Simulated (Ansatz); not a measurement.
The cluster Sr2S3, relaxed as a singlet with RKS B3LYP-D4/def2-SVP in Ansatz, starting from the GFN2-xTB geometry. Force threshold 0.02 eV/Å.

In the def2 sets Sr takes a core potential; there is no spin–orbit coupling. The structure comes from a short search, and lower isomers may exist.

Start:

Cartesian coordinates in Å:
```
Sr 0.288 2.029 0.728
Sr -1.286 -1.509 -0.897
S 1.457 -1.147 -0.656
S 1.504 -0.421 1.205
S -1.963 1.047 -0.380
```

| step | energy (eV) | largest force component (eV/Å) | SCF passes |
| --- | --- | --- | --- |
| 1 | -34174.2100 | 2.305 | 18 |
| 2 | -34174.6775 | 0.794 | 25 |
| 3 | -34174.9918 | 0.677 | 24 |
| 4 | -34175.2924 | 0.855 | 26 |
| 5 | -34175.5043 | 0.136 | 25 |
| 6 | -34175.5060 | 0.028 | 21 |
| 7 | -34175.5061 | 0.003 | 22 |

Force components are those of the run's own axes.

End:

```xyz
5

Sr    0.442    1.755    0.310
Sr   -1.097   -1.406   -0.434
S     1.629   -0.603   -0.809
S     1.099   -0.846    1.322
S    -2.072    1.100   -0.388
```

By distances, no bond broke or formed. The bond that changes most is Sr2–S4, from 3.66 to 2.87 Å (atoms count from 1). The end is the same structure that another start reached, the lowest one found.

No frequencies were taken in this run, so the end may be a saddle point.

Hardware: 4 threads of Arm Neoverse V2 on a shared host. Wall time 10 s.
